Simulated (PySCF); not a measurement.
PySCF job for diglyme (C6H14O3), SMILES COCCOCCOC, HF/pcSseg-1. Geometry: PBE0-D3(BJ)/def2-SVP. Other conformers were not sampled.

```python
import numpy as np
from pyscf import gto, scf, dft
from pyscf.prop.nmr import rhf as nmr

mol = gto.M(
    atom='''
    C    -4.30582718    0.15961215   -0.38683589
    O    -3.30322603    0.89526678    0.24598245
    C    -2.01493046    0.68429287   -0.25626758
    C    -1.35976887   -0.56306025    0.33207685
    O    -0.08003351   -0.79065350   -0.18611944
    C     0.94308159   -0.04090093    0.40323133
    C     2.25135310   -0.47982473   -0.21201654
    O     3.27517916    0.27149149    0.36209025
    C     4.53879438   -0.04577041   -0.12767782
    H    -5.26555630    0.44670871    0.06539788
    H    -4.18607335   -0.93415775   -0.26662848
    H    -4.35208501    0.37754279   -1.47226334
    H    -2.01500441    0.60329511   -1.36180451
    H    -1.42306193    1.57592587    0.00477227
    H    -1.96138890   -1.45234442    0.08586831
    H    -1.34039616   -0.47552138    1.43612635
    H     0.97838579   -0.20340012    1.49898365
    H     0.82087639    1.04732145    0.24084984
    H     2.20528114   -0.33449929   -1.31117270
    H     2.39319196   -1.56625937   -0.03712912
    H     4.61741444    0.12935643   -1.21946778
    H     5.27156896    0.59564602    0.38171929
    H     4.80527473   -1.10454465    0.06405996
    ''',
    basis='pcSseg-1',
    charge=0,
    spin=0,
    max_memory=1600,
    verbose=3,
)
mf = scf.RHF(mol).density_fit(auxbasis='def2-universal-jkfit')
mf.conv_tol = 1e-10
mf.max_cycle = 100
mf.kernel()
n = nmr.NMR(mf)
n.verbose = 2
n.max_cycle_cphf = 60
sigma = n.kernel()
print('atom   isotropic/ppm   span/ppm')
for i, s in enumerate(sigma):
    w = np.linalg.eigvalsh((s + s.T) / 2)
    print(f'{mol.atom_symbol(i):2s}{i + 1:3d} {w.mean():14.3f} {w[2] - w[0]:11.3f}')
```

Log of the run:

```
converged SCF energy = -459.821814449537
atom   isotropic/ppm   span/ppm
C   1        138.242      79.512
O   2        355.874      60.490
C   3        129.582      77.472
C   4        130.819      77.757
O   5        341.666      55.637
C   6        127.804      76.048
C   7        125.719      74.725
O   8        348.113      39.981
C   9        137.044      75.278
H  10         28.240      11.222
H  11         28.714      10.497
H  12         28.925       9.778
H  13         29.037       7.139
H  14         27.962      10.458
H  15         28.034      10.687
H  16         28.862       7.876
H  17         28.770       8.086
H  18         28.513       9.210
H  19         28.770       7.396
H  20         28.671       7.213
H  21         28.754      10.073
H  22         28.165      11.251
H  23         28.739      10.107
```

The run converged.

Cost: around 60 core-seconds (rough).
